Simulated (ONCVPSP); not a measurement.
Reading a pseudo-wave (nickel)

Columns: radius, all-electron u(r) and pseudo u(r) of the 3p shell (level -71.39 eV) of nickel in the configuration [Ne] 3s2 3p6 3d8 4s2; PBE, scalar-relativistic, ONCV scheme, ONCVPSP 4.0.1.

```tsv
r (bohr)	all-electron	pseudo
0.057	-0.3620	0.0253
0.115	-0.6320	0.1003
0.172	-0.5566	0.2160
0.230	-0.2628	0.3658
0.288	0.1069	0.5346
0.345	0.4545	0.7043
0.402	0.7437	0.8637
0.460	0.9639	1.0027
0.518	1.1098	1.1087
0.575	1.1906	1.1762
0.632	1.2213	1.2070
0.690	1.2131	1.2038
0.747	1.1774	1.1728
0.805	1.1219	1.1203
0.862	1.0556	1.0551
0.920	0.9814	0.9811
0.977	0.9058	0.9056
1.035	0.8291	0.8289
1.092	0.7558	0.7556
1.150	0.6845	0.6844
1.208	0.6176	0.6174
1.265	0.5564	0.5562
1.322	0.4999	0.4997
1.380	0.4472	0.4471
1.438	0.3992	0.3991
1.495	0.3564	0.3563
```

Q: How many radial nodes do the two functions have?

A: The all-electron 3p function has n − l − 1 = 1; the pseudo-wave has 0, since the states of the same l below it are removed with the core.

Q: At about which radius was the pseudo-wave matched?

A: 0.95 bohr, where the columns begin to agree (steps of 0.06 bohr).

Q: Is the pseudo-wave norm-conserving?

A: Yes: the ONCV scheme keeps the norm inside the radius equal to the all-electron one, which fixes the energy derivative of the logarithmic derivative at the level.
